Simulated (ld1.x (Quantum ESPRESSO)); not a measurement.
**O, ultrasoft: configuration errors across variants**

- Element: O (Z = 8)
- Generator: ld1.x (Quantum ESPRESSO) 7.5
- Type: ultrasoft
- Functional: PBE
- Relativity: scalar-relativistic
- Frozen core: [He]
- Valence charge: 6
- Reference configuration: 2s2 2p4
- Partial waves: 2s (bound): rcut 0.55, rcutus 0.65 bohr; 2s channel at -0.9 Ry: rcut 0.55, rcutus 0.65 bohr; 2p (bound): rcut 1.00, rcutus 1.25 bohr; 2p channel at -0.15 Ry: rcut 1.00, rcutus 1.25 bohr; 3d channel at 0.4 Ry: rcut 0.75, rcutus 1.05 bohr
- Local potential: all-electron potential smoothed inside 0.65 bohr (lloc = -1)
- Core correction: a·sin(br)/r model core, default radius (core density twice the valence density)
- Augmentation charge: PSQ, inside the norm-conserving radii

All-electron excitation energies from the reference (eV): (1) 2s2 2p3 16.431; (2) 2s2 2p2 50.017; (3) 2s2 2p1 103.886; (4) 2s0 2p6 29.937; (5) 2s1 2p4 31.659; (6) 2s2 2p0 180.791; (7) 2s2 2p4.3 -2.123.

The overlap operator is not positive definite (basis up to 400 Ry) in “base”, “local potential all-electron potential smoothed inside 0.50 bohr (lloc = -1)”, “local potential all-electron potential smoothed inside 0.68 bohr (lloc = -1)”. Such files are unfit for use, however small their errors in these radial tests.

A true bound ghost makes a file unfit for plane-wave use even where its test errors are small: the radial tests pick states by their node count and pass the ghost by.

Errors AE − PS in meV (a dash: test not solved or not reliable):

```csv
change,(1),(2),(3),(4),(5),(6),(7),bound ghosts
base,+27,+184,+507,+83,+14,+988,+0.8,not determined (overlap not positive)
local potential all-electron potential smoothed inside 0.50 bohr (lloc = -1),+28,+186,+511,+84,+15,+996,+0.8,"s (d not tested, overlap not positive)"
local potential all-electron potential smoothed inside 0.68 bohr (lloc = -1),+24,+178,+501,+83,–,–,–,not determined (overlap not positive)
local potential all-electron potential smoothed inside 0.84 bohr (lloc = -1),+26,+182,+500,+84,+12,+982,+0.8,none
local potential all-electron potential smoothed inside 1.08 bohr (lloc = -1),+26,+166,+478,+84,+14,+1010,+0.8,none
local potential all-electron potential smoothed inside 1.30 bohr (lloc = -1),+26,+169,+485,+84,+15,+1005,+0.8,none
local potential all-electron potential smoothed inside 1.38 bohr (lloc = -1),+26,+168,+484,+84,+15,+1005,+0.8,none
```

Give the same row for: local potential all-electron potential smoothed inside 0.94 bohr (lloc = -1).

+28, +182, +496, +84, +15, +998, +0.8; bound ghosts: s.
